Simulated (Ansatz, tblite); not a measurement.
Cost and result up the ladder for cyclo-(H2SnNH)2 (Sn₂N₂H₆) (10 atoms). Charge 0, multiplicity 1. Geometry: B3LYP-D4/def2-SVP.

| atom | x (Å) | y (Å) | z (Å) |
| --- | --- | --- | --- |
| Sn1 | -1.4439 | 0.1492 | -0.5359 |
| H2 | -2.8751 | -0.7334 | -0.1591 |
| H3 | -1.7744 | 1.3788 | -1.7123 |
| N4 | -0.3490 | 0.7137 | 1.1234 |
| Sn5 | 1.4169 | -0.2143 | 0.5838 |
| H6 | 2.7064 | 0.8095 | 0.0414 |
| H7 | 1.9895 | -1.3515 | 1.7449 |
| N8 | 0.2097 | -1.0458 | -0.8752 |
| H9 | -0.4160 | 1.6161 | 1.5874 |
| H10 | 0.5359 | -1.3223 | -1.7982 |

Ansatz on 4 threads of Arm Neoverse V1 on a shared host; xTB runs through tblite on one thread. Times are rough, summed over both states, and most runs start from the orbitals of an earlier one. PBE0-D4/def2-TZVP serves as the yardstick here, not as an exact answer. Differences are given only for rows in sets of like size (and for xTB, whose basis is part of the method), since another set adds its own error. The other state is a doublet.

In the def2 sets Sn takes a core potential; there is no spin–orbit coupling. The xTB rows come from tblite. Correlated methods freeze 10 core orbitals; core or outer-core shells of Sn are correlated, in sets that lack core-valence functions. The rows differ in basis, and correlated rows in double-zeta sets carry the largest basis error. In CCSD on the charge 1 doublet the largest single amplitude is 0.29, so its Hartree–Fock determinant may place the open shell otherwise than the density functionals do. HOMO above LUMO, or a gap near zero within one spin, warns that the state may not be the lowest or that an electron is smeared out.

Correlated methods converge slowly with the basis, most of all in double-zeta sets.

Raw xTB energies of ions are shifted by several eV.

```csv
level,functions,wall time,vertical IE (eV),difference from PBE0-D4/def2-TZVP (eV),remarks
GFN2-xTB,32,0.009 s,13.24,5.00,–
GFN1-xTB,38,0.012 s,13.09,4.85,–
PBE-D4/def2-TZVP,198,5.8 s,8.04,-0.20,gap within one spin near zero (+1 doublet)
r2SCAN-D4/def2-TZVP,198,15 s,8.09,-0.16,–
PBE0-D4/def2-TZVP (with forces),198,18 s,8.25,0.00,–
CCSD(T)/def2-SVP,110,75 s,8.02,–,–
```
